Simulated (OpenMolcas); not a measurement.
Os5+ (d3) among equal point charges was computed by CASSCF with the d shell active (OpenMolcas, ANO-RCC-VDZP on the metal). Its lowest spin-free states, and all those of the highest spin:

```
2S+1  Degeneracy  E (cm-1)
   4           2       0.0
   4           1      1205
   4           2      5453
   4           2     10158
   2           2     13816
   2           2     14406
   2           2     15444
   2           2     16295
   2           2     16889
   4           2     18341
   2           2     18912
   2           1     20128
   4           1     32500
```

Q: Is the site octahedral, tetrahedral or cube-like, axial, or of lower symmetry?

A: The states with 2S+1 = 4 have orbital degeneracies 2, 1, 2, 2, 2, 1. There are pairs but no triples, so the site is axial: not cubic, but with a proper or improper axis of order three or more. The run had Os5+ among 2 point charges of -2.5 e arranged as a linear pair (D∞h), 2.4 Å from the ion.

Spin-orbit coupling mixes the spin-free states strongly: the lowest level takes only 44 % from its leading state, 4Π. Without dynamic correlation the repulsion within the d shell is too large (B by tens of per cent), so at a given field states of lower spin stand too high. Point charges carry no covalency, so the field is a model and not that of real ligands. No measured value stands beside these numbers.
